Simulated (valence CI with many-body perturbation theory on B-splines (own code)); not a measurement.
## Which ion has this spectrum?

A relativistic CI+MBPT calculation for an atom or ion with 16 electrons gives these levels (× 10³ cm⁻¹):

| J | Parity | E | g |
| --- | --- | --- | --- |
| 2 | even | 0.00 | 1.34 |
| 0 | even | 136.54 |  |
| 1 | even | 1610.0 | 1.49 |
| 2 | odd | 1631.2 | 1.04 |
| 2 | even | 1678.9 | 1.14 |
| 1 | odd | 1685.5 | 1.13 |
| 0 | odd | 1690.1 |  |
| 3 | odd | 1692.1 | 1.11 |
| 4 | odd | 2039.0 | 1.26 |
| 2 | odd | 2069.9 | 1.25 |
| 3 | odd | 2214.8 | 1.19 |
| 1 | odd | 2288.7 | 1.04 |
| 2 | odd | 2858.7 | 1.47 |
| 1 | odd | 3006.2 | 1.18 |

The energies are calculated, and their last digits are not significant.

Problem. Which is it?
A. Ho51+
B. Tm53+
C. Tb49+
D. Dy50+

Solution. D. Dy50+, ground level (3s^2 3p1/2^2 3p3/2^2) J=2.
